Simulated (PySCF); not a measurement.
Calculation: B3LYP-D3(BJ)/def2-TZVP // r2SCAN-D4/def2-SVP in PySCF. Gas-phase values, no solvent. One relaxed conformer stands for a flexible species; it need not be the lowest. B3LYP has the VWN-RPA correlation part, as in Gaussian. 

Reference species: [Nb(F)4(OH)] (neutral, multiplicity 1).

The HOMO–LUMO gap is 7.85 eV, the coordination number is 5 and the mean distance from the central atom to its bonded neighbours is 1.860 Å.

Changed species: [Nb(F)5] (0 of 5 F replaced by OH; the reference has 1 of 5 F replaced by OH).

### Question
Predict the effect on the HOMO–LUMO gap, coordination number and mean distance from the central atom to its bonded neighbours.

### Answer
the HOMO–LUMO gap increases by 0.35 eV, to 8.20 eV; the coordination number hardly moves; the mean distance from the central atom to its bonded neighbours falls by 0.007 Å, to 1.853 Å.
